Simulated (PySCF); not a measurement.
## Computed spin Hamiltonian

Compound: CH₆FO₃Si₃ (doublet state).
Cartesian coordinates in Å at the GFN2-xTB level; atoms count from 1:
```xyz
14
CH6FO3Si3 angstrom
F      0.061    2.018    0.702
Si     0.045    0.437    0.457
O     -1.431   -0.108    0.671
Si    -3.013    0.192    0.419
O      1.109   -0.291    1.426
C      2.263   -0.858    0.829
Si     2.114   -0.546   -1.078
O      0.629    0.170   -1.029
H     -3.461   -0.926   -0.408
H     -3.585    0.195    1.762
H     -3.168    1.478   -0.255
H      2.310   -1.908    1.130
H      3.142   -0.354    1.244
H      2.984    0.502   -1.611
```

The hyperfine couplings belong to this conformer and change with its torsions.

As a line formula: `F[Si@]1(O[SiH3])OC[SiH]O1` [radical].

Level of theory: UKS B3LYP, pcH-1 on C F H O Si, non-relativistic, mean-field spin-orbit, GIAO (PySCF 2.14.0). Geometry: GFN2-xTB, one conformer, isolated molecule. GFN2-xTB frequencies show an imaginary mode (50i cm⁻¹), so this geometry is no minimum at that level. Couplings are sensitive to structure, and on GFN2-xTB geometries they can be far from those on DFT ones, by a factor of two or more for some ions and for spin on atoms past the first row. Stability of the SCF solution: not tested.

| Item | Value |
| --- | --- |
| g1, g2, g3 | 2.00168, 2.00221, 2.00423 |
| g_iso | 2.00271 |
| Form of g | rhombic: the two nearest values differ by 21 % of g3 − g1 |
| ⟨S²⟩ | 0.7513 (exact 0.7500) |
| α and β electrons | 44, 43 |
| HOMO–LUMO gap, α and β orbitals | 5.57, 5.25 eV |
| Basis functions | 290 |

Isotropic coupling and dipolar principal values T1 to T3, in MHz:

```json
{"atom": "F1", "isotope": "19F", "a_iso": "7.0", "of which spin–orbit": "0.0", "T1": "-6.0", "T2": "-5.5", "T3": "11.5", "Mulliken spin population": "0.00"}
{"atom": "Si2", "isotope": "29Si", "a_iso": "-25.4", "of which spin–orbit": "0.0", "T1": "-2.7", "T2": "1.3", "T3": "1.5", "Mulliken spin population": "0.00"}
{"atom": "O3", "isotope": "17O", "a_iso": "0.4", "of which spin–orbit": "0.0", "T1": "-0.2", "T2": "0.1", "T3": "0.1", "Mulliken spin population": "0.00"}
{"atom": "Si4", "isotope": "29Si", "a_iso": "0.0", "of which spin–orbit": "0.0", "T1": "-0.2", "T2": "0.1", "T3": "0.1", "Mulliken spin population": "0.00"}
{"atom": "O5", "isotope": "17O", "a_iso": "0.8", "of which spin–orbit": "0.0", "T1": "-6.5", "T2": "3.1", "T3": "3.4", "Mulliken spin population": "0.01"}
{"atom": "C6", "isotope": "13C", "a_iso": "53.0", "of which spin–orbit": "0.0", "T1": "-7.9", "T2": "-6.5", "T3": "14.4", "Mulliken spin population": "0.04"}
{"atom": "Si7", "isotope": "29Si", "a_iso": "-605.4", "of which spin–orbit": "0.9", "T1": "-155.2", "T2": "76.0", "T3": "79.2", "Mulliken spin population": "0.82"}
{"atom": "O8", "isotope": "17O", "a_iso": "-32.6", "of which spin–orbit": "-0.1", "T1": "-23.8", "T2": "11.6", "T3": "12.3", "Mulliken spin population": "0.05"}
{"atom": "H9", "isotope": "1H", "a_iso": "0.0", "of which spin–orbit": "0.0", "T1": "-0.4", "T2": "-0.4", "T3": "0.8", "Mulliken spin population": "0.00"}
{"atom": "H10", "isotope": "1H", "a_iso": "0.0", "of which spin–orbit": "0.0", "T1": "-0.3", "T2": "-0.3", "T3": "0.5", "Mulliken spin population": "0.00"}
{"atom": "H11", "isotope": "1H", "a_iso": "0.0", "of which spin–orbit": "0.0", "T1": "-0.4", "T2": "-0.4", "T3": "0.8", "Mulliken spin population": "0.00"}
{"atom": "H12", "isotope": "1H", "a_iso": "3.1", "of which spin–orbit": "0.0", "T1": "-5.1", "T2": "-3.2", "T3": "8.3", "Mulliken spin population": "0.00"}
{"atom": "H13", "isotope": "1H", "a_iso": "29.8", "of which spin–orbit": "0.0", "T1": "-4.5", "T2": "-0.4", "T3": "4.8", "Mulliken spin population": "0.01"}
{"atom": "H14", "isotope": "1H", "a_iso": "166.2", "of which spin–orbit": "0.0", "T1": "-7.6", "T2": "0.6", "T3": "7.1", "Mulliken spin population": "0.07"}
```

The largest Mulliken spin populations are on Si7 (+0.82) and H14 (+0.07). No atom but Si7 exceeds +0.15. The angles at Si7 add up to 315.2°, so it is pyramidal.

Axes: g3 points within 11° of the Si7–O8 bond.

Under fast tumbling the dipolar parts average out, and these isotropic splittings remain: 1 × 1H (H14, I = 1/2, 2 lines) with 5.93 mT, 1 × 1H (H13, I = 1/2, 2 lines) with 1.06 mT, 1 × 19F (F1, I = 1/2, 2 lines) with 0.25 mT and 1 × 1H (H12, I = 1/2, 2 lines) with 0.11 mT.

The 17O coupling of O8 (-32.6 MHz) shows only in satellite lines or after enrichment, since that isotope makes up about 0.038 % of natural oxygen.

The 13C coupling of C6 (53.0 MHz) shows only in satellite lines or after enrichment, since that isotope makes up about 1.07 % of natural carbon.

β density exceeds α density at some nuclei, such as O5 (-0.0013), spin density in bohr⁻³. In a single determinant that takes different orbitals for the two spins, that is spin polarisation.

Time: 88 s (grids of density and orbitals included); peak memory 1.1 GiB. Hardware: one thread of an Arm Neoverse V2, shared host.
